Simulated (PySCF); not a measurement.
Dipole moment (D) of eight silicon and germanium compounds: PBE beside PBE0, computed with PySCF for isolated molecules in the bases named; differences from unrounded values. The eight are the first of their class met in an unordered collection, after screening for sound electronic states; none was chosen by its value, except that the dipole had to exceed 0.05 D. Each molecule has one DFT geometry for both levels.

```
molecule                                                                       basis  PBE0   PBE  difference
-------------------------------------------------------------------------  ---------  ----  ----  ----------
CF3NOSi, SMILES F[Si](F)(N=C=O)F                                           def2-TZVP  0.32   [?]         [?]
C2H10N2Si2, SMILES N[Si@@H]1C[SiH2]CN1                                     def2-TZVP  0.85  0.93        0.08
CH₁₁NSi₃, SMILES C[SiH2]N[SiH2][SiH3]                                      def2-TZVP  0.94  0.95        0.02
C3H5ClOSi, SMILES Cl[Si@@H]1CC=CO1                                         def2-TZVP  1.98   [?]         [?]
Ge(Cl)3(SH) (Cl3GeHS), SMILES [SH][Ge]([Cl])([Cl])[Cl]                     def2-TZVP  1.51  1.46       -0.06
1,3-disilylpropan-2-ylsilane (C3H14Si3), SMILES C([SiH3])C(C[SiH3])[SiH3]  def2-TZVP  0.58   [?]         [?]
C4H12OSi, SMILES CC[Si@H](C)OC                                             def2-TZVP  1.60  1.54       -0.06
FH₇OSi₃, SMILES O[SiH2][Si@H](F)[SiH3]                                     def2-TZVP  2.28  2.19       -0.09
```

Question: Some entries are withheld; supply them. (An estimate is asked for; the answer gives what the named calculation found.)

Answer: 
- C3H5ClOSi, SMILES Cl[Si@@H]1CC=CO1, PBE: 1.87
- C3H5ClOSi, SMILES Cl[Si@@H]1CC=CO1, difference: -0.11
- 1,3-disilylpropan-2-ylsilane (C3H14Si3), SMILES C([SiH3])C(C[SiH3])[SiH3], PBE: 0.60
- 1,3-disilylpropan-2-ylsilane (C3H14Si3), SMILES C([SiH3])C(C[SiH3])[SiH3], difference: 0.02
- CF3NOSi, SMILES F[Si](F)(N=C=O)F, PBE: 0.30
- CF3NOSi, SMILES F[Si](F)(N=C=O)F, difference: -0.02

PBE lies below PBE0 in 5 and above it in 3 of the eight; the mean signed difference is -0.03 and the largest -0.11 D.
